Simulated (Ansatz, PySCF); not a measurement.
This triplet lies 0.80 eV below the relaxed singlet at the level composite: frozen-core CCSD(T) with HF/cc-pVQZ and the correlation energy extrapolated as X^-3 from cc-pVTZ and cc-pVQZ, plus CCSDT(Q) minus CCSD(T) in cc-pVDZ // PBE0-D3(BJ)/def2-TZVP (Ansatz, an electronic-structure program).

CH₃Al, SMILES `[AlH2][CH]` (lower triplet) (charge 0, multiplicity 3)

The numbers are results of PBE0-D3(BJ)/def2-TZVP (PySCF), not measurements.

- highest occupied spin orbital = -7.03 eV
- dipole moment = 0.67 D
- total energy = -7674.92 eV
- cost = around 28 core-seconds (rough)

```xyz
5

C      1.2207    -0.1093    -0.0392
Al    -0.6598     0.0596     0.0218
H      2.2976    -0.2076    -0.0761
H     -1.3029     1.5015     0.1454
H     -1.5557    -1.2442    -0.0520
```
Charge 0, spin multiplicity 3.
